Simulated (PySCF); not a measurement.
All of these have the formula C2H8FPSi2. Computed with PySCF, TDDFT B3LYP/def2-SVPD, vertical, gas phase, core orbitals frozen in the response. Geometries: GFN2-xTB; one conformer of each isolated species. Triplets are in the Tamm–Dancoff approximation. 'Strongest' means the level of largest summed f among the lowest 8 singlets; it needn't be the same kind of state in each.

Question: Rank by computed energy of the strongest computed level, lowest first.
A. `F[Si@@H](P)/C=C/[SiH3]`
B. `F/C(=C\[SiH3])[SiH2]P`
C. `C=C[SiH2][Si@H](F)P`
D. `F/C([SiH3])=C\[SiH2]P`
E. `P[SiH2]/C(=C\[SiH3])F`

Answer: E (6.01 eV), D (6.19 eV), B (6.32 eV), C (6.51 eV), A (6.65 eV).

| SMILES | strongest (eV) | HOMO (eV) | α (au) | LUMO (eV) | S1 (eV) | S1 mainly |
| --- | --- | --- | --- | --- | --- | --- |
| F/C(=C/[SiH3])[SiH2]P | 6.01 | -7.34 | 106.8 | -1.28 | 5.37 | H→L (84%) |
| F/C([SiH3])=C\[SiH2]P | 6.19 | -7.15 | 110.1 | -1.18 | 5.25 | H→L (93%) |
| F/C(=C\[SiH3])[SiH2]P | 6.32 | -7.51 | 108.8 | -1.03 | 5.71 | H→L (79%) |
| C=C[SiH2][Si@H](F)P | 6.51 | -7.25 | 109.1 | -0.95 | 5.38 | H→L (92%) |
| F[Si@@H](P)/C=C/[SiH3] | 6.65 | -7.25 | 107.7 | -1.43 | 5.11 | H→L (88%) |

H and L stand for HOMO and LUMO.

- `F/C(=C/[SiH3])[SiH2]P`: Löwdin shares by element: HOMO phosphorus 40%, carbon 26%, silicon 10% or more (atoms not listed hold the other 24%); LUMO carbon 53%, silicon 20% (atoms not listed hold the other 27%).
- `F/C([SiH3])=C\[SiH2]P`: Löwdin shares by element: HOMO phosphorus 54%, silicon 14% or more, carbon 12% (atoms not listed hold the other 20%); LUMO carbon 56%, silicon 18% (atoms not listed hold the other 26%).
- `F/C(=C\[SiH3])[SiH2]P`: Löwdin shares by element: HOMO phosphorus 47%, carbon 20%, silicon 10% or more (atoms not listed hold the other 22%); LUMO carbon 59%, silicon 20% (atoms not listed hold the other 22%).
- `C=C[SiH2][Si@H](F)P`: Löwdin shares by element: HOMO phosphorus 52%, silicon 26%, hydrogen 6% or more (atoms not listed hold the other 17%); LUMO silicon 51%, phosphorus 13%, hydrogen 8% or more (atoms not listed hold the other 28%).
- `F[Si@@H](P)/C=C/[SiH3]`: Löwdin shares by element: HOMO phosphorus 51%, carbon 21%, silicon 9% or more (atoms not listed hold the other 18%); LUMO carbon 63%, silicon 17% (atoms not listed hold the other 20%).
